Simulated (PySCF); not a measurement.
Molfile (atoms numbered from 1):
```
C5H12O2Si
     RDKit          3D

 20 19  0  0  0  0  0  0  0  0999 V2000
   -2.5114    0.8403   -0.0298 C   0  0  0  0  0  0  0  0  0  0  0  0
   -1.3196    0.1517   -0.6871 C   0  0  0  0  0  0  0  0  0  0  0  0
   -1.4064   -1.3641   -0.5512 C   0  0  0  0  0  0  0  0  0  0  0  0
   -0.1502    0.6462   -0.0755 O   0  0  0  0  0  0  0  0  0  0  0  0
    1.4169    0.5193   -0.4532 Si  0  0  2  0  0  4  0  0  0  0  0  0
    2.1899   -1.2062   -0.2324 C   0  0  0  0  0  0  0  0  0  0  0  0
    2.1618    1.7079    0.8493 C   0  0  0  0  0  0  0  0  0  0  0  0
    3.3446    1.9099    0.9608 O   0  0  0  0  0  0  0  0  0  0  0  0
   -3.4351    0.5490   -0.5220 H   0  0  0  0  0  0  0  0  0  0  0  0
   -2.3976    1.9188   -0.0973 H   0  0  0  0  0  0  0  0  0  0  0  0
   -2.5624    0.5633    1.0200 H   0  0  0  0  0  0  0  0  0  0  0  0
   -1.2858    0.4143   -1.7539 H   0  0  0  0  0  0  0  0  0  0  0  0
   -1.3577   -1.6423    0.4985 H   0  0  0  0  0  0  0  0  0  0  0  0
   -2.3417   -1.7236   -0.9712 H   0  0  0  0  0  0  0  0  0  0  0  0
   -0.5795   -1.8345   -1.0750 H   0  0  0  0  0  0  0  0  0  0  0  0
    1.6986    1.0158   -1.8066 H   0  0  0  0  0  0  0  0  0  0  0  0
    1.9426   -1.8776   -1.0514 H   0  0  0  0  0  0  0  0  0  0  0  0
    3.2726   -1.1353   -0.1883 H   0  0  0  0  0  0  0  0  0  0  0  0
    1.8558   -1.6771    0.6901 H   0  0  0  0  0  0  0  0  0  0  0  0
    1.4594    2.2348    1.5314 H   0  0  0  0  0  0  0  0  0  0  0  0
  1  2  1  0
  2  3  1  0
  2  4  1  0
  4  5  1  0
  5  6  1  0
  5  7  1  0
  7  8  2  0
  1  9  1  0
  1 10  1  0
  1 11  1  0
  2 12  1  0
  3 13  1  0
  3 14  1  0
  3 15  1  0
  5 16  1  6
  6 17  1  0
  6 18  1  0
  6 19  1  0
  7 20  1  0
M  END
```

Level of theory: GIAO PBE0/pcSseg-1 shieldings, coordinates at the GFN2-xTB level, in PySCF 2.14 (single conformer, gas phase, averaged over atoms made equivalent by symmetry, fast rotation or ring inversion, no relativistic terms).

δ = σ(ref) − σ, references computed at the same level: ¹³C against TMS.

**Question.** Do the ¹³C shifts follow the atomic charges (in e)? Tabulate both.

**Answer.** 
| atoms | hybridisation | δ (ppm) | σ para (ppm) | Hirshfeld | IAO | Mulliken | ESP-fitted |
| --- | --- | --- | --- | --- | --- | --- | --- |
| C7 | sp2 | 254.8 | -325 | +0.04 | -0.01 | -0.04 | +0.31 |
| C2 | sp3 | 70.9 | -124 | +0.06 | +0.11 | -0.02 | +0.72 |
| C1 | sp3 | 28.0 | -88 | -0.12 | -0.42 | -0.22 | -0.64 |
| C3 | sp3 | 27.9 | -92 | -0.12 | -0.43 | -0.25 | -0.65 |
| C6 | sp3 | 0.4 | -70 | -0.21 | -0.74 | -0.66 | -0.54 |

Correlation coefficients of δ with charge over these carbons: Hirshfeld +0.73, IAO +0.67, Mulliken +0.62, ESP-fitted +0.59; with the paramagnetic shielding -1.00. Among the 4 sp3 carbons alone: Hirshfeld +1.00, IAO +1.00, Mulliken +0.92, ESP-fitted +0.86. With so few points, grouped by hybridisation, these coefficients are fragile. Charge is one influence among several: hybridisation and low-lying excitations act through the paramagnetic term.

Shifts are as computed. Against solution values, carbons near 30 ppm lie about +3 ppm off and those near 130 ppm about +5 ppm. Of 1309 compounds with measured shifts, 239 miss one by over three times the rms of a fit or turn the order of signals round; such compounds aren't used in these exercises.
